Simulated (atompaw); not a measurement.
u(r) = r·R(r): atom against pseudo-atom (Ir (Z = 77))

Columns: radius, all-electron u(r) and pseudo u(r) of the 6s shell (level -5.55 eV) of iridium in the configuration [Kr] 4d10 4f14 5s2 5p6 5d8 6s1 6p0; PBE, scalar-relativistic, PAW (atompaw) scheme, atompaw 4.2.0.5.

```json
{"r (bohr)": "0.092", "all-electron": "-0.0369", "pseudo": "-0.0755"}
{"r (bohr)": "0.185", "all-electron": "-0.0719", "pseudo": "-0.1467"}
{"r (bohr)": "0.277", "all-electron": "0.1474", "pseudo": "-0.2074"}
{"r (bohr)": "0.369", "all-electron": "0.1752", "pseudo": "-0.2544"}
{"r (bohr)": "0.462", "all-electron": "0.0419", "pseudo": "-0.2850"}
{"r (bohr)": "0.554", "all-electron": "-0.1207", "pseudo": "-0.2966"}
{"r (bohr)": "0.646", "all-electron": "-0.2406", "pseudo": "-0.2890"}
{"r (bohr)": "0.738", "all-electron": "-0.2961", "pseudo": "-0.2629"}
{"r (bohr)": "0.831", "all-electron": "-0.2921", "pseudo": "-0.2192"}
{"r (bohr)": "0.923", "all-electron": "-0.2435", "pseudo": "-0.1613"}
{"r (bohr)": "1.015", "all-electron": "-0.1658", "pseudo": "-0.0920"}
{"r (bohr)": "1.108", "all-electron": "-0.0715", "pseudo": "-0.0139"}
{"r (bohr)": "1.200", "all-electron": "0.0274", "pseudo": "0.0677"}
{"r (bohr)": "1.292", "all-electron": "0.1248", "pseudo": "0.1501"}
{"r (bohr)": "1.385", "all-electron": "0.2174", "pseudo": "0.2312"}
{"r (bohr)": "1.477", "all-electron": "0.3005", "pseudo": "0.3069"}
{"r (bohr)": "1.569", "all-electron": "0.3739", "pseudo": "0.3761"}
{"r (bohr)": "1.662", "all-electron": "0.4379", "pseudo": "0.4383"}
{"r (bohr)": "1.754", "all-electron": "0.4913", "pseudo": "0.4913"}
{"r (bohr)": "1.846", "all-electron": "0.5354", "pseudo": "0.5354"}
{"r (bohr)": "1.938", "all-electron": "0.5709", "pseudo": "0.5709"}
{"r (bohr)": "2.031", "all-electron": "0.5988", "pseudo": "0.5988"}
{"r (bohr)": "2.123", "all-electron": "0.6194", "pseudo": "0.6194"}
{"r (bohr)": "2.215", "all-electron": "0.6339", "pseudo": "0.6339"}
{"r (bohr)": "2.308", "all-electron": "0.6431", "pseudo": "0.6431"}
{"r (bohr)": "2.400", "all-electron": "0.6474", "pseudo": "0.6474"}
```

**Question.** How many radial nodes do the two functions have?

**Answer.** The all-electron 6s function has n − l − 1 = 5 (the table is too coarse to show those close to the nucleus); the pseudo-wave has 1, since 1 lower shell of the same l stays in the valence.

**Question.** At about which radius was the pseudo-wave matched?

**Answer.** 1.80 bohr. The columns agree to 0.0005 from 1.66 bohr on; several derivatives are matched, so the curves merge somewhat inside the radius.

**Question.** Is the pseudo-wave norm-conserving?

**Answer.** No, it belongs to a PAW set: the norm inside the radius is not constrained, and the difference is carried by the augmentation charge.
